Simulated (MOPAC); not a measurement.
MOPAC input (PM7):

```
PM7 1SCF GEO-OK AUX(PRECISION=9) THREADS=1
IRb

Rb   -0.00000000 1   -0.00000000 1   -1.92032908 1
I     0.00000000 1    0.00000000 1    1.34060710 1
```

From the last part of the output:

```
                                                       MOPAC v23.2.5 Linux

          FINAL HEAT OF FORMATION =        -50.21695 KCAL/MOL =    -210.10773 KJ/MOL

          COSMO AREA              =        196.36 SQUARE ANGSTROMS
          COSMO VOLUME            =        249.72 CUBIC ANGSTROMS

          IONIZATION POTENTIAL    =          8.047270 EV
          HOMO LUMO ENERGIES (EV) =         -8.047  1.718
          NO. OF FILLED LEVELS    =          4
          MOLECULAR WEIGHT        =        212.3723         POINT GROUP:  C*v

          MOLECULAR DIMENSIONS (Angstroms)

            Atom       Atom       Distance
            I     2   Rb     1     3.26094
            I     2   Rb     1     0.00000
           Rb     1    I     2     0.00000

          SCF CALCULATIONS        =          1

   ATOM   CHEMICAL          X               Y               Z
  NUMBER   SYMBOL      (ANGSTROMS)     (ANGSTROMS)     (ANGSTROMS)

     1      Rb         -0.00000000  *  -0.00000000  *  -1.92032908  *
     2       I          0.00000000  *   0.00000000  *   1.34060710  *

                             CARTESIAN COORDINATES

   1   Rb       -0.000000000    -0.000000000    -1.920329080
   2    I        0.000000000     0.000000000     1.340607100

           Empirical Formula: Rb I  =     2 atoms

      MOLECULAR POINT GROUP   :   C*v

                  EIGENVALUES
 -19.89086  -8.52050  -8.04727  -8.04727   1.71830   2.99849   2.99849   3.02035
 131.85090 131.94206 131.94206 132.28201 132.28201

              NET ATOMIC CHARGES AND DIPOLE CONTRIBUTIONS

  ATOM NO.   TYPE          CHARGE      No. of ELECS.   s-Pop       p-Pop       d-Pop
    1         Rb           0.784592        0.2154     0.21540     0.00001
    2          I          -0.784592        7.7846     1.93602     5.84822     0.00034
 DIPOLE           X         Y         Z       TOTAL
 POINT-CHG.     0.000     0.000   -12.289    12.289
 HYBRID         0.000     0.000    -0.259     0.259
 SUM            0.000     0.000   -12.548    12.548

          ATOMIC ORBITAL ELECTRON POPULATIONS

     Atom    s        px        py        pz      x^2-y^2     xz        z^2       yz        xy
    1 Rb   0.21540   0.00000   0.00000   0.00001
    2  I   1.93602   1.99993   1.99993   1.84835   0.00000   0.00007   0.00021   0.00007   0.00000

 **********************
 *                    *
 * JOB ENDED NORMALLY *
 *                    *
 **********************

 == MOPAC DONE ==
```
